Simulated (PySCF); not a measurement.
# How many f electrons in PrC?

Unrestricted PBE0; basis Pr x2c-SVPall, C x2c-SVPall; spin-free X2C with a Gaussian nucleus; PySCF 2.14. The search starts from ions with several 4f fillings and holds each by maximum overlap.

The lowest solution of each spin and filling, followed along the bond (rough minima from three points):

| 2Ms+1 | 4f population | ⟨S²⟩ at the start | R at minimum (Å) | Te (eV) |
| --- | --- | --- | --- | --- |
| 4 | 2.22 | 3.78 | 1.86 | 0.00 |
| 2 | 2.42 | 2.92 | 1.78 | 0.07 |

Solutions at the starting distance of 2.098 Å, counted from the lowest; the search is not exhaustive:

```
2Ms+1  4f population  E (eV)  ⟨S²⟩  ⟨Lz²⟩  μ (D)
    6           2.30    0.00  8.76   11.2  -3.93
    6           2.41    0.02  8.76   12.5  -3.99
    4           2.22    0.10  3.78    9.0  -7.57
    2           2.42    0.11  2.92   10.2  -4.00
    6           2.41    0.12  8.76   11.5  -4.30
    4           2.28    0.14  3.84   10.0  -7.84
    2           2.35    0.21  1.98   10.0  -7.71
    4           2.27    0.21  4.78   10.7  -3.84
    2           2.23    0.21  1.77    9.0  -7.75
    2           2.36    0.38  2.79   11.5  -5.39
    2           2.31    0.56  2.82   11.0  -3.64
    6           2.82    0.56  8.76   10.0  -6.28
```

Partly filled real f orbitals mix terms, so no term symbols are given. A population far from a whole number shows f orbitals mixing with d and ligand orbitals, not a clean configuration. A positive dipole means Pr(−)C(+).

Spin–orbit coupling is left out. The state is the lowest single determinant that the PBE0 search found; with open d or f shells the true ground state can be another one.
